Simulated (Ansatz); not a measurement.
`[Cl][InH][GeH3]` + `F[Si](Cl)(Cl)Cl` → `[F][InH][Cl]` + `Cl[Si](Cl)(Cl)[GeH3]` at 298.15 K and 1 bar (redistribution).

Gas-phase electronic energies from Ansatz, PBE0-D4/def2-TZVP geometries. CCSD(T)/CBS is the MP2 limit (def2-TZVPP, def2-QZVPP) plus CCSD(T) − MP2 in def2-TZVPP, frozen cores. Elements past krypton have def2 core potentials. For Ge, In outer-core shells are correlated without core-valence functions, which leaves a few kJ/mol of doubt a bond. Scalar relativity is left out up to krypton.

| species | CCSD(T)/CBS energy (Eh) | H − E (kJ/mol) | S (J/(mol·K)) |
| --- | --- | --- | --- |
| `[Cl][InH][GeH3]` | -2728.15341 | 99.1 | 370.2 |
| `F[Si](Cl)(Cl)Cl` | -1768.43208 | 41.1 | 331.5 |
| `[F][InH][Cl]` | -750.05448 | 37.6 | 308.4 |
| `Cl[Si](Cl)(Cl)[GeH3]` | -3746.48623 | 101.6 | 389.4 |

H − E and S are ideal-gas, rigid-rotor, harmonic terms from PBE0-D4/def2-TZVP. 1 Eh = 2625.50 kJ/mol, R = 8.31446 J/(mol·K).

Question: By hand: ΔE, ΔH, ΔS and ΔG.

Answer: ΔE = (-750.05448) + (-3746.48623) − (-2728.15341) − (-1768.43208) = 0.04478 Eh = 117.6 kJ/mol. Δ(H − E) = 37.6 + 101.6 − 99.1 − 41.1 = -1.0, so ΔH = 116.6 kJ/mol. ΔS = 308.4 + 389.4 − 370.2 − 331.5 = -3.9 J/(mol·K). ΔG = 116.6 − 298.15 × (-3.9)/1000 = 117.8 kJ/mol.

Question: By hand: the equilibrium constant, and the temperature at which ΔG would vanish if ΔH and ΔS stayed fixed.

Answer: log₁₀ K = −ΔG/(RT ln 10) = -20.6. ΔH and −TΔS have one sign here, so there is no such temperature. One of them is within its doubt of zero, so this could turn.

The number of gas molecules stays the same, so ΔS is small and ΔH decides. A doubt of 5 kJ/mol in ΔE shifts log₁₀ K by 0.9 here. Modes under 60 cm⁻¹, often nearly free rotors, make the harmonic entropy too high. These are equilibria of isolated gas molecules and say nothing of rates. Largest T1 diagnostic: 0.015 (customary marks: 0.02 for closed shells, 0.045 for open ones).
